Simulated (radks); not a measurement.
Results of a calculation; reference values are marked as such.
Mean orbital radii <r> (bohr) of the germanium ion Ge3+, [Ar] 3d10 4s1, at several levels of relativity; Dirac values are averaged over j with weights 2j + 1. Spin-unpolarised spherical Kohn-Sham, PBE, point nucleus unless stated (finite: rms radius 4.0742 fm), a radial shooting solver on a logarithmic mesh with Libxc functionals. A level marked "c x" has the speed of light scaled by that factor.

1s: non-rel. 0.04785; scalar-rel. 0.04700; Dirac, finite nucleus 0.04700; Dirac, c x 2 0.04764; change of magnitude, last against first (%) -0.44
2s: non-rel. 0.2139; scalar-rel. 0.2100; Dirac, finite nucleus 0.2098; Dirac, c x 2 0.2128; change of magnitude, last against first (%) -0.47
2p: non-rel. 0.1853; scalar-rel. 0.1837; Dirac, finite nucleus 0.1836; Dirac, c x 2 0.1849; change of magnitude, last against first (%) -0.22
3s: non-rel. 0.6348; scalar-rel. 0.6240; Dirac, finite nucleus 0.6239; Dirac, c x 2 0.6321; change of magnitude, last against first (%) -0.43
3p: non-rel. 0.6510; scalar-rel. 0.6464; Dirac, finite nucleus 0.6463; Dirac, c x 2 0.6498; change of magnitude, last against first (%) -0.18
3d: non-rel. 0.7215; scalar-rel. 0.7246; Dirac, finite nucleus 0.7247; Dirac, c x 2 0.7223; change of magnitude, last against first (%) +0.11
4s: non-rel. 1.876; scalar-rel. 1.849; Dirac, finite nucleus 1.849; Dirac, c x 2 1.869; change of magnitude, last against first (%) -0.35
4p (empty): non-rel. 2.162; scalar-rel. 2.151; Dirac, finite nucleus 2.151; Dirac, c x 2 2.159; change of magnitude, last against first (%) -0.12
